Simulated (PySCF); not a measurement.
SMILES [Cl][Ga]([CH3])[Br] at its B3LYP/def2-SVP optimised geometry (Å):

```
7

Ga    -0.5342     0.0371     0.0000
Cl    -1.6685     1.8814     0.0000
Br    -1.8153    -1.8814     0.0157
C      1.4278     0.0371     0.0000
H      1.8153    -0.9706    -0.2029
H      1.7805     0.3722     0.9880
H      1.7949     0.7437    -0.7591
```

Calculation: B3LYP/def2-TZVP (PySCF 2.14.0). Cells within 0.4 Å of a nucleus heavier than hydrogen are left out (blank, or x).

Map of the electron localisation function on the plane z = 0.0 Å:

```
|00000000000000000000000000000|
|00000011222210000000000000000|
|00001234455432000000000000000|
|00012456777653200000000000000|
|00124678888875310000000000000|
|00246788889876310000000000000|
|01357882018886300000000000000|
|0146887xxx3875200000000000000|
|0146897xxx3874100001111000000|
|01468884017763100012332100000|
|01357888788632122234554210000|
|00135677774111135556765310000|
|00001234421254127755675310000|
|000000012127xx3188xxx55310000|
|00000001113xxx4188xxx45310000|
|000011223126x722883x476420000|
|01234556641132137778998631000|
|02467777775211134589999862000|
|13678874467642112379999973000|
|14688822315753100279999983000|
|2468862xx52764100049999961000|
|1468852xx52775200016899720000|
|13578714516876300001454200000|
|02467763368876300000000000000|
|01346777888875310000000000000|
|00134567777764200000000000000|
|00012345666542100000000000000|
|00001123343321000000000000000|
|00000001111100000000000000000|
```
Scale: ten equal steps from 0.000 (start of '0') to 0.998 (end of '9'), in the order '0123456789'; x runs from -4.00 to 4.00, y from -4.00 (bottom) to 4.00 (top).
